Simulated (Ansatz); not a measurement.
A CCSD(T) single point on CH5ClFNOSi (`N[Si@@H](Cl)[C@H](O)F`).

```yaml
crystal:
  periodic: [false, false, false]
  atoms:
    - {symbol: N, position_ang: [-1.233771, -1.050050, -0.775171]}
    - {symbol: Si, position_ang: [0.307501, -0.356690, -0.806409]}
    - {symbol: Cl, position_ang: [0.685457, 0.922420, -2.390661]}
    - {symbol: C, position_ang: [0.453327, 0.742022, 0.748286]}
    - {symbol: O, position_ang: [0.696309, -0.048808, 1.845671]}
    - {symbol: F, position_ang: [-0.773232, 1.407791, 0.899479]}
    - {symbol: H, position_ang: [-1.492881, -1.812672, -1.377479]}
    - {symbol: H, position_ang: [-2.026880, -0.500588, -0.485513]}
    - {symbol: H, position_ang: [1.342620, -1.407507, -0.877757]}
    - {symbol: H, position_ang: [1.196579, 1.541407, 0.636971]}
    - {symbol: H, position_ang: [0.910471, 0.505875, 2.603283]}
basis:
  gaussian: {orbitals: def2-TZVPP}
correlation: {method: ccsd_t}
```

```sh
$ ansatz run in.yaml --threads 4 --pin off --events-out ev --progress --plain --max-ram 10444MiB
```

Output of Ansatz, abridged:

```
Functional definition: HF
1682 factors; integrals over basis functions are off by at most 1.0e-3 eV
mean field evaluation 1: about -27701.4478 eV, gradient 4.8e1 eV
mean field evaluation 2: about -27701.7653 eV, gradient 4.8e1 eV
mean field evaluation 4: about -27706.3160 eV, gradient 3.9e0 eV
mean field evaluation 8: about -27706.3820 eV, gradient 2.7e-1 eV
mean field -27706.38235498 eV, -1018.1907714852 hartree, gradient 2.5e-6 eV, S^2 0.000000; 0 other end points of the search recorded, 0 dependent functions left out
14 core orbitals not correlated: weight in the atoms' cores, before any rotation towards them, 1.000 or more for the frozen orbitals, at most 0.000 for the correlated occupied ones
reference -27706.38235498 eV, -1018.1907714852 hartree; 19, 19 occupied and 245, 245 virtual orbitals, 1682 factors
second order -31.96464885 eV of doubles, -0.00000000 eV of singles
cycle   1  -32.29095157 eV  change   -3.3e-1 eV  update   1.1e-1
cycle   2  -32.97023906 eV  change   -6.8e-1 eV  update   3.2e-2
cycle   3  -33.12242682 eV  change   -1.5e-1 eV  update   1.6e-2
cycle   4  -33.10730071 eV  change    1.5e-2 eV  update   3.7e-3
cycle   5  -33.10515990 eV  change    2.1e-3 eV  update   1.8e-3
cycle   6  -33.10635138 eV  change   -1.2e-3 eV  update   6.1e-4
cycle   7  -33.10608272 eV  change    2.7e-4 eV  update   2.3e-4
cycle   8  -33.10596978 eV  change    1.1e-4 eV  update   7.0e-5
cycle   9  -33.10599759 eV  change   -2.8e-5 eV  update   2.5e-5
perturbative correction -1.23914456 eV, -0.0455377225 hartree
Total energy: -27740.72749713 eV, -1019.4529321789 hartree
```

Run time 5.7 min (4 threads of an Arm Neoverse V2 on a shared host); peak host memory 8 GiB.

Correlation energy per correlated electron: -0.904 eV. T1 diagnostic: 0.0112.
